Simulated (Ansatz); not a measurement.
Ansatz (a quantum-chemistry and plane-wave program) job for B3H5N3, SMILES [B]1NBNBN1, multiplicity 2, PBE/def2-SVPD. Geometry optimised at PBE0-D3(BJ)/def2-SVP. The isomer is the one that the SMILES or the coordinates give; other isomers of the formula were not compared.

Ansatz 0.2 input:
```yaml
crystal:
  periodic: [false, false, false]
  atoms:
    - {symbol: B, position_ang: [0.00000000, 0.00000001, 1.48465732]}
    - {symbol: N, position_ang: [0.00000000, -1.22734299, 0.77307000]}
    - {symbol: B, position_ang: [0.00000000, -1.25455966, -0.65745462]}
    - {symbol: N, position_ang: [0.00000000, -0.00000001, -1.33674701]}
    - {symbol: B, position_ang: [0.00000000, 1.25455964, -0.65745463]}
    - {symbol: N, position_ang: [0.00000000, 1.22734300, 0.77306999]}
    - {symbol: H, position_ang: [0.00000000, -2.10230071, 1.28063890]}
    - {symbol: H, position_ang: [0.00000000, -2.30061662, -1.26381560]}
    - {symbol: H, position_ang: [0.00000000, -0.00000001, -2.34813774]}
    - {symbol: H, position_ang: [0.00000000, 2.30061659, -1.26381563]}
    - {symbol: H, position_ang: [0.00000000, 2.10230073, 1.28063888]}
basis:
  gaussian:
    orbitals: def2-SVPD
hamiltonian:
  xc: {name: PBE}
magnetization: {spin_polarized: true, initial_magnetization: 1}
```

Log of the run:

```
WARN ansatz: RAYON_NUM_THREADS=1 ignored (pool sized by the plan → 1); use --threads N
Functional definition: PBE
integrals: 0.08 GiB planned
1322 factors; their error is unknown
mean field: 0.77 GiB planned
mean field evaluation 1: about -6555.6042 eV, gradient 6.3e1 eV
mean field evaluation 2: about -6504.2964 eV, gradient 1.2e2 eV
mean field evaluation 4: about -6571.7767 eV, gradient 2.3e0 eV
mean field evaluation 8: about -6571.8005 eV, gradient 1.3e-1 eV
mean field evaluation 16: about -6571.7505 eV, gradient 5.6e-5 eV
mean field -6571.75050956 eV, -241.5073767339 hartree, gradient 6.4e-6 eV, S^2 0.753026; 0 other end points of the search recorded, 0 dependent functions left out
reference -6571.75056091 eV, -241.5073786210 hartree; 21, 20 occupied and 139, 140 virtual orbitals, 1322 factors
Total energy: -6571.75056091 eV, -241.5073786210 hartree
```

The calculation finished and met its thresholds.
